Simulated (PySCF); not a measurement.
# Ionisation energy of Ho²⁺ by level of theory

Ho²⁺ [Xe] 4f11 (high-spin determinant) → Ho³⁺ [Xe] 4f10 (high-spin determinant), as a difference of total energies. All numbers are calculated (PySCF 2.14, scalar relativity by spin-free X2C-1e, in cc-pVDZ-X2C). Correlated levels: valence: [Kr] 4d10 frozen; valence and next inner shell: [Ar] 3d10 frozen. The calculations carry no spin-orbit coupling.

```tsv
method	ionisation energy (eV)	plus first-order spin-orbit estimate	difference from reference of that sum (eV)
UHF	18.572	18.513	-4.277
LDA	24.169	24.110	+1.320
PBE	23.736	23.677	+0.887
PBE0	22.768	22.709	-0.081
r2SCAN	22.946	22.887	+0.097
TPSSh	22.967	22.908	+0.118
MN15	23.887	23.829	+1.039
r2SCANh	22.660	22.601	-0.189
MP2 (valence)	22.609	22.550	-0.240
SCS-MP2 (valence)	22.178	22.119	-0.671
MP2 (valence and next inner shell)	22.944	22.886	+0.096
SCS-MP2 (valence and next inner shell)	22.421	22.363	-0.427
```

Reference: 22.79 ± 0.03 eV (semi-empirical (NIST evaluation); NIST Atomic Spectra Database, ionization energies).

A first-order spin-orbit estimate (lowest level to lowest level, LS coupling) adds -0.059 eV.

Errors of the correlated levels include the incompleteness of this basis and the frozen core.

The determinant of Ho³⁺ and of Ho²⁺ mixes LS terms, which raises its energy above the lowest term, most at the Hartree-Fock and MP2 levels.
